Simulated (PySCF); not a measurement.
ClFH2OSi, SMILES [SiH](F)(Cl)O.

The structure is a stationary point at PBE-D3(BJ)/def2-SVP. Other conformers were not sampled.

All values below come from ωB97X/def2-TZVPD run with PySCF.

The molecule is in vacuum.

Computed frontier levels, gap, dipole moment and polarisability:
| Item | Value |
|---|---|
| highest occupied level | -12.09 eV |
| lowest empty level | 1.39 eV |
| orbital gap | 13.48 eV |
| dipole moment | 1.02 D |
| quadrupole, principal values (traceless, Buckingham form, about the centre of nuclear charge) | -4.92, -3.18, 8.10 D·Å |
| mean static polarisability | 43.1 bohr³ (6.38 Å³) |
| polarisability, principal values | 38.7, 41.3, 49.1 bohr³ |
